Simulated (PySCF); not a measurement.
BiP⁻: from constants to spectrum

LC-ωPBE constants of BiP⁻, ²Π (doublet), unpaired electrons π ↑ (Bi def2-SVPD with ECP60, P def2-SVPD; scalar-relativistic core potentials (PySCF 2.14); masses 208.9804 and 30.9738 u):

| Property | Result |
| --- | --- |
| ωe | 470.8 cm⁻¹ |
| ωexe | 1.09 cm⁻¹ |
| Be | 0.11667 cm⁻¹ |
| αe | 0.000312 cm⁻¹ |
| D (centrifugal) | 2.87e-08 cm⁻¹ |

Problem. Give the vibrational terms G(v) and spacings up to v = 3.

Solution. G(v) = ωe(v+½) − ωexe(v+½)².

| v | G(v) (cm⁻¹) | G(v) − G(v−1) | Bv (cm⁻¹) |
| --- | --- | --- | --- |
| 0 | 235 |  | 0.1165 |
| 1 | 704 | 469 | 0.1162 |
| 2 | 1170 | 466 | 0.1159 |
| 3 | 1634 | 464 | 0.1156 |

Spin–orbit coupling is left out, which matters for elements this heavy, above all for dissociation energies. The state was picked by a PBE0 search and need not be the measured ground state.
